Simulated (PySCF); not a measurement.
**Dipole response of Zr²⁺ (zirconium, charge +2)**

[Kr] 4d1 5s1, high-spin 3D determinant (an excited configuration). All numbers are calculated (PySCF 2.14, a scalar-relativistic core potential, in aug-cc-pVTZ-PP with ECP28MDF (6s6p5d3f2g, 88 functions)). Coupled (time-dependent) response in atomic units; α is the mean over directions.

| method | mean α (bohr³) | α xx, yy, zz | C₆ (like pair) | S(−4) |
| --- | --- | --- | --- | --- |
| wB97X | 39.75 | 39.81, 39.81, 39.62 | 257.3 | 1174 |

S(−4) is the Cauchy moment in α(ω) = α(0) + S(−4) ω² + …

Spin-orbit coupling is absent.

α(iu) at wB97X:

```tsv
u (hartree)	α(iu) (bohr³)
0	39.75
0.0500	37.05
0.100	31.01
0.200	19.81
0.300	13.42
0.500	7.869
0.750	5.174
1.00	3.814
1.50	2.367
2.00	1.601
3.00	0.8520
5.00	0.3465
```

A single London oscillator, α(iu) = α/(1 + u²/ω²), gives C₆ = (3/4) ω α². Matching the computed C₆ needs ω = 4 × 257.3 / (3 × 39.75²) = 0.217 hartree.

For an ion, C₆ is the dispersion term alone; charge-induced terms of lower order in 1/R come first.

The components differ because the open shell of this determinant is not spherical; for a pure term their mean is the scalar polarisability.

Energies and moments cover only the electrons outside the core potential.
